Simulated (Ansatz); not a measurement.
Compare A (`[SiH3]C1(Cl)C=C1`) with its isomer B (`C#C[SiH](C)Cl`).

Computed with Ansatz on PBE0-D4/def2-TZVP structures; ΔE is electronic, products minus reactants. CBS: MP2 limit from def2 TZ/QZ plus the TZ coupled-cluster correction, frozen cores. DFT in def2-TZVPP. B3LYP here is the variant with VWN-RPA as its local correlation; programs differ in this.

(1) Which is lower in electronic energy at CCSD(T)/CBS, and by how much? (Best estimate.)

(2) Give E(B) − E(A) in kcal/mol with PBE0-D4, B3LYP, HF/def2-TZVPP, B2PLYP, ωB97M-V, MP2/def2-TZVPP, CCSD/def2-TZVPP. (Best estimate.)

Largest T1 diagnostic: 0.011.

Results:

(1) Ansatz gave: B, by 72.0 kcal/mol.

(2) Computed: PBE0-D4 -64.9, B3LYP -70.3, HF/def2-TZVPP -76.8, B2PLYP -72.3, ωB97M-V -69.8, MP2/def2-TZVPP -73.0, CCSD/def2-TZVPP -73.0. None reverses the order clearly.

The D4 term adds +0.8 kcal/mol with B3LYP and +0.4 kcal/mol with PBE0; it sums over pairs of atoms, weighted by their polarisabilities, and B3LYP, whose exchange is more repulsive, gets the larger term. In def2-TZVPP, CCSD(T) changes the Hartree–Fock value by +4.9 kcal/mol (the triples alone add +1.0 kcal/mol) and MP2 by +3.8 kcal/mol.
